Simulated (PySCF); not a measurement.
# How methods differ on the ionisation energy of Sc⁴⁺

Sc⁴⁺ [Ne] 3s2 3p5 (2P) → Sc⁵⁺ [Ne] 3s2 3p4 (3P), as a difference of total energies. Computed with PySCF 2.14 in an even-tempered Gaussian basis (21 s from 0.09 bohr⁻², ratio 2.5; 13 p from 0.12 bohr⁻², ratio 2.5; 5 d from 1.9 bohr⁻², ratio 2.7; 5 f from 2.9 bohr⁻², ratio 2.7), with the spin-free X2C one-electron Hamiltonian (Gaussian nucleus). Correlated levels: outer shells: 1s2 frozen; virtual orbitals above 40 to 60 times the deepest correlated orbital energy dropped. The calculations carry no spin-orbit coupling.

| method | ionisation energy (eV) |
| --- | --- |
| UHF | 90.317 |
| LDA | 91.920 |
| PBE | 91.680 |
| PBE0 | 91.716 |
| r2SCAN | 91.813 |
| r2SCANh | 91.797 |
| B3LYP | 91.819 |
| MP2 (outer shells) | 91.167 |
| SCS-MP2 (outer shells) | 91.146 |

A first-order spin-orbit estimate (lowest level to lowest level, LS coupling) adds -0.013 eV.

Problem. Which method comes closest to the reference value, and which is furthest?

Solution. The reference is 91.95 ± 0.03 eV (semi-empirical (NIST evaluation); NIST Atomic Spectra Database, ionization energies). Closest: LDA (error -0.042 eV); furthest: UHF (error -1.646 eV), both after the spin-orbit estimate.
